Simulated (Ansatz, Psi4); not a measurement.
# Heat of formation of AsF3 (SMILES F[As](F)F) from total energies

AsF3: 4 atoms, total charge 0, spin state singlet. SMILES: `F[As](F)F`. Geometry: relaxed at PBE0-D4/def2-TZVP.

Total energies at B2PLYP/cc-pVDZ (density fitting for correlation), 12 core orbitals frozen (Psi4 1.11); the atoms run unrestricted:

| species | state | energy (Eh) |
| --- | --- | --- |
| AsF3 | singlet | -2534.824388 |
| F | doublet | -99.660922 |
| As | quartet | -2235.373805 |

Harmonic wavenumbers at PBE0-D4/def2-TZVP, in cm⁻¹: 260, 260, 335, 705, 705, 745.

Measured heats of formation of the gaseous atoms at 298.15 K, in kJ/mol: F 79.4, As 302.5. Spin-orbit lowering of the atoms at 298 K (mean of the ground term's levels less their thermal mean, from spectra), in kJ/mol: F 1.29. Take 1 Eh = 2625.50 kJ/mol, 1 cm⁻¹ = 0.0119627 kJ/mol, RT = 2.479 kJ/mol.

What heat of formation follows?


1. Electronic atomisation energy: 3 × (-99.660922) + (-2235.373805) − (-2534.824388) = 0.467817 Eh = 1228.3 kJ/mol.
2. Zero-point energy: half the sum of the wavenumbers, 1505 cm⁻¹ = 18.0 kJ/mol.
3. Thermal vibrational enthalpy, Σ hcν̃/(exp(hcν̃/kT) − 1): 4.3 kJ/mol. Translation, rotation and pV of a non-linear molecule: 4 RT = 9.9 kJ/mol.
4. The 4 free atoms carry 5/2 RT each: 24.8 kJ/mol.
5. Spin-orbit coupling lowers the free atoms by 3 × 1.29 = 3.9 kJ/mol.
6. Atomisation enthalpy at 298 K: 1228.3 − 3.9 − 18.0 − 4.3 − 9.9 + 24.8 = 1217.0 kJ/mol.
7. Sum of the atoms' heats of formation: 540.7 kJ/mol. Heat of formation: 540.7 − 1217.0 = -676.3 kJ/mol.

The tabulated value is -785.8 kJ/mol (CRC Handbook of Chemistry and Physics; in doubt, as an older value, an estimate or one at odds with other calculations), so this level is off by +109.5 kJ/mol, or 8.3 % of the atomisation enthalpy that the table implies (1326.4 kJ/mol). Relativity is left out. A double-zeta basis underbinds. Anharmonicity and any spin-orbit splitting of the molecule are left out, and cores are frozen in the wave-function part.
